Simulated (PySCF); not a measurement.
Isomers of C5H14N2.

All values: PBE0/def2-SVPD (PySCF) at GFN2-xTB geometries, gas phase, one conformer each. Core orbitals are frozen in the response; Δα² is half the sum of the squared differences of the principal polarisabilities.

Task: Rank by polarisability anisotropy Δα, lowest first.
A. `[CH3:1][NH:2][CH2:3][CH2:4][CH2:5][NH:6][CH3:7]` with C1–N2–C3–C4 68°, N2–C3–C4–C5 178°, C3–C4–C5–N6 63°, C4–C5–N6–C7 180°
B. `[CH3:1][N:2]([CH3:3])[CH2:4][N:5]([CH3:6])[CH3:7]` with C1–N2–C4–N5 64°, N2–C4–N5–C6 -170°
C. `[CH3:1][CH2:2][CH2:3][NH:4][CH2:5][CH2:6][NH2:7]` with C1–C2–C3–N4 61°, C2–C3–N4–C5 69°, C3–N4–C5–C6 -171°, N4–C5–C6–N7 65°, C5–C6–N7–H 65° and -176°

Result: B (2.22 Å³), C (2.45 Å³), A (3.43 Å³).

Task: Rank by HOMO–LUMO gap, lowest first.
A. `[CH3:1][CH2:2][C@H:3]([NH2:4])[CH2:5][CH2:6][NH2:7]` with C1–C2–C3–N4 65°, C2–C3–N4–H 56° and -63°, C2–C3–C5–C6 -167°, C3–C5–C6–N7 -177°, C5–C6–N7–H -58° and 60°
B. `[CH3:1][NH:2][CH2:3][CH2:4][CH2:5][NH:6][CH3:7]` with C1–N2–C3–C4 68°, N2–C3–C4–C5 178°, C3–C4–C5–N6 63°, C4–C5–N6–C7 180°
C. `[CH3:1][N:2]([CH3:3])[CH2:4][N:5]([CH3:6])[CH3:7]` with C1–N2–C4–N5 64°, N2–C4–N5–C6 -170°

Result: B (6.81 eV), C (6.94 eV), A (7.10 eV).

Task: Rank by dipole moment, lowest first.
A. `[CH3:1][NH:2][CH2:3][CH2:4][CH2:5][NH:6][CH3:7]` with C1–N2–C3–C4 68°, N2–C3–C4–C5 178°, C3–C4–C5–N6 63°, C4–C5–N6–C7 180°
B. `[CH3:1][CH2:2][C@H:3]([NH2:4])[CH2:5][CH2:6][NH2:7]` with C1–C2–C3–N4 65°, C2–C3–N4–H 56° and -63°, C2–C3–C5–C6 -167°, C3–C5–C6–N7 -177°, C5–C6–N7–H -58° and 60° (1,3-pentanediamine)
C. `[CH3:1][CH2:2][CH2:3][NH:4][CH2:5][CH2:6][NH2:7]` with C1–C2–C3–N4 61°, C2–C3–N4–C5 69°, C3–N4–C5–C6 -171°, N4–C5–C6–N7 65°, C5–C6–N7–H 65° and -176°
D. `[CH3:1][N:2]([CH3:3])[CH2:4][N:5]([CH3:6])[CH3:7]` with C1–N2–C4–N5 64°, N2–C4–N5–C6 -170°

Result: D (0.64 D), C (1.74 D), A (1.92 D), B (2.60 D).

All values together:

| SMILES | μ (D) | HOMO (eV) | LUMO (eV) | α (Å³) | Δα (Å³) |
| --- | --- | --- | --- | --- | --- |
| CCN(C)CCN | 1.92 | -6.32 | 0.66 | 12.08 | 2.06 |
| CCCNCCN | 1.74 | -6.05 | 0.68 | 11.98 | 2.45 |
| CN(C)CN(C)C | 0.64 | -6.18 | 0.76 | 12.28 | 2.22 |
| CNCCCNC | 1.92 | -6.06 | 0.75 | 12.07 | 3.43 |
| CC[C@H](N)CCN | 2.60 | -6.50 | 0.59 | 11.92 | 2.48 |

Conformers: `[CH3:1][CH2:2][N:3]([CH3:4])[CH2:5][CH2:6][NH2:7]` with C1–C2–N3–C4 -70°, C2–N3–C5–C6 -158°, N3–C5–C6–N7 52°, C5–C6–N7–H 61° and -55°; `[CH3:1][CH2:2][CH2:3][NH:4][CH2:5][CH2:6][NH2:7]` with C1–C2–C3–N4 61°, C2–C3–N4–C5 69°, C3–N4–C5–C6 -171°, N4–C5–C6–N7 65°, C5–C6–N7–H 65° and -176°; `[CH3:1][N:2]([CH3:3])[CH2:4][N:5]([CH3:6])[CH3:7]` with C1–N2–C4–N5 64°, N2–C4–N5–C6 -170°; `[CH3:1][NH:2][CH2:3][CH2:4][CH2:5][NH:6][CH3:7]` with C1–N2–C3–C4 68°, N2–C3–C4–C5 178°, C3–C4–C5–N6 63°, C4–C5–N6–C7 180°; `[CH3:1][CH2:2][C@H:3]([NH2:4])[CH2:5][CH2:6][NH2:7]` with C1–C2–C3–N4 65°, C2–C3–N4–H 56° and -63°, C2–C3–C5–C6 -167°, C3–C5–C6–N7 -177°, C5–C6–N7–H -58° and 60°.
